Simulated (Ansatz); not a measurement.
Consider the ligand exchange at the Sb–N bond: `O=C[NH][SbH2]` + `[OH][GaH2]` → `[GaH2][O][SbH2]` + `NC=O`.

Gas-phase electronic energies from Ansatz, PBE0-D4/def2-TZVP geometries. CBS: MP2 limit from def2 TZ/QZ plus the TZ coupled-cluster correction, frozen cores. This one scheme is used for every species. DFT in def2-TZVPP. B3LYP here is the variant with VWN-RPA as its local correlation; programs differ in this. def2 core potentials past Kr. For Ga, Sb outer-core shells are correlated without core-valence functions, which leaves a few kJ/mol of doubt a bond. Scalar relativity is left out up to krypton. One conformer a species, not always the lowest.

`O=C[NH][SbH2]`:

```xyz
8

O     0.730   -0.095    1.801
C    -0.327    0.251    1.305
N    -0.483    0.386   -0.017
Sb    1.253    0.010   -1.081
H    -1.219    0.473    1.918
H    -1.387    0.626   -0.393
H     1.099   -1.693   -0.997
H     0.335    0.042   -2.537
```

`[OH][GaH2]`:

Z-matrix (Å, degrees):
```
Ga
O 1 1.788
H 1 1.565 2 117.5
H 1 1.556 2 113.8 3 180.0
H 2 0.959 1 114.1 3 0.0
```

`[GaH2][O][SbH2]`:

Z-matrix (Å, degrees):
```
Ga
O 1 1.785
H 1 1.559 2 114.3
H 1 1.565 2 116.7 3 179.4
Sb 2 1.955 1 130.9 3 177.5
H 5 1.725 2 97.2 1 18.9
H 5 1.723 2 96.6 1 -71.5
```

`NC=O`:

Z-matrix (Å, degrees):
```
N
C 1 1.351
H 1 1.003 2 121.3
H 1 1.006 2 119.3 3 -180.0
O 2 1.206 1 125.0 3 180.0
H 2 1.107 1 112.3 3 -0.0
```

(1) Is it downhill or uphill in electronic energy at CCSD(T)/CBS, and by how much? (Estimate.)

(2) What do these levels give: PBE-D4, r2SCAN-D4, B3LYP-D4, revPBE, BLYP, B3LYP, r2SCANh, MP2/def2-SVP, SCS-MP2/def2-TZVPP, CCSD/def2-TZVPP, CCSD(T)/def2-TZVPP, HF/CBS(def2)? (An estimate is asked.)

Largest T1 diagnostic among the species: 0.017.

Answers

(1) The calculation gave: Downhill: ΔE = -0.03 eV.

(2) Ansatz gave: PBE-D4 -0.02, r2SCAN-D4 -0.05, B3LYP-D4 -0.08, revPBE -0.05, BLYP -0.09, B3LYP -0.09, r2SCANh -0.05, MP2/def2-SVP -0.06, SCS-MP2/def2-TZVPP -0.05, CCSD/def2-TZVPP -0.04, CCSD(T)/def2-TZVPP -0.02, HF/CBS(def2) -0.19 eV.

In def2-TZVPP, CCSD(T) changes the Hartree–Fock value by +0.15 eV (the triples alone add +0.02 eV) and MP2 by +0.16 eV. Leaving LDA and LC-ωPBE aside and taking each functional with its dispersion term where it has one, the values, not all of them listed here, spread over 0.12 eV, from BHLYP-D4 to revPBE-D4. LDA lies +0.06 eV from PBE without D4.
